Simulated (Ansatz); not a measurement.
C₆H₁₈FN₃Ti, SMILES `C[N](C)[Ti]([F])([N](C)C)[N](C)C`, relaxed with RKS PBE-D4/def2-SVP in Ansatz from a rough embedded geometry. The force threshold is 0.03 eV/Å; the program also tests the step.

Charge 0, multiplicity 1.

Start:

```xyz
29

C     0.429   -1.804   -1.806
N     0.541   -0.401   -1.990
C    -0.393   -0.012   -3.011
Ti   -0.073    0.548   -0.235
F    -0.544    2.307   -0.560
N     1.469    0.410    1.139
C     2.702    0.578    0.396
C     1.279    1.585    2.044
N    -1.710   -0.528    0.434
C    -1.271   -1.410    1.534
C    -2.651    0.458    0.973
H     1.155   -2.109   -0.985
H    -0.513   -2.211   -1.537
H     0.838   -2.392   -2.740
H    -1.460   -0.219   -2.717
H    -0.292    1.127   -3.192
H    -0.143   -0.461   -3.996
H     2.684    1.440   -0.272
H     2.842   -0.341   -0.244
H     3.591    0.585    1.082
H     0.303    1.422    2.567
H     2.030    1.578    2.836
H     1.302    2.528    1.507
H    -2.103   -2.012    1.950
H    -0.839   -0.789    2.377
H    -0.465   -2.115    1.151
H    -2.182    1.115    1.709
H    -2.984    1.127    0.122
H    -3.542   -0.007    1.463
```

| step | energy (eV) | largest force (eV/Å) | largest move (Å) |
| --- | --- | --- | --- |
| 1 | -36784.6709 | 3.605 | 0.000 |
| 2 | -36785.9979 | 1.070 | 0.193 |
| 3 | -36786.3618 | 0.885 | 0.193 |
| 4 | -36786.5783 | 0.228 | 0.200 |
| 5 | -36786.7005 | 0.329 | 0.195 |
| 6 | -36786.7931 | 0.159 | 0.200 |
| 7 | -36786.8477 | 0.120 | 0.200 |
| 8 | -36786.8716 | 0.254 | 0.198 |
| 9 | -36786.8919 | 0.170 | 0.114 |
| 10 | -36786.9123 | 0.139 | 0.195 |
| 11 | -36786.9272 | 0.145 | 0.195 |
| 12 | -36786.9396 | 0.206 | 0.195 |
| 13 | -36786.9511 | 0.207 | 0.145 |
| 14 | -36786.9664 | 0.222 | 0.163 |
| 15 | -36786.9746 | 0.260 | 0.125 |
| 16 | -36786.9807 | 0.249 | 0.101 |
| 17 | -36786.9867 | 0.180 | 0.119 |
| 18 | -36786.9902 | 0.103 | 0.084 |
| 19 | -36786.9913 | 0.018 | 0.048 |

End:

```xyz
29

C    -0.536   -1.780   -1.902
N    -0.207   -0.389   -1.703
C     0.238    0.299   -2.898
Ti   -0.355    0.703   -0.158
F    -1.147    2.284   -0.511
N     1.406    0.914    0.519
C     2.643    0.275    0.138
C     1.548    1.944    1.529
N    -1.313   -0.309    1.131
C    -0.842   -1.015    2.299
C    -2.754   -0.315    0.966
H    -0.888   -2.229   -0.953
H    -1.338   -1.917   -2.671
H     0.346   -2.371   -2.255
H    -0.523    0.262   -3.717
H     0.433    1.373   -2.684
H     1.184   -0.135   -3.307
H     3.391    1.008   -0.256
H     2.457   -0.483   -0.647
H     3.130   -0.240    1.003
H     0.567    2.420    1.745
H     1.937    1.535    2.494
H     2.245    2.758    1.210
H    -1.121   -2.098    2.271
H    -1.275   -0.600    3.244
H     0.262   -0.950    2.367
H    -3.281    0.125    1.848
H    -3.050    0.283    0.076
H    -3.156   -1.349    0.821
```

Run time 26 s (11 threads of an AMD EPYC 7R13 on a shared host and a whole NVIDIA H100 80 GB); peak host memory 0.95 GiB.
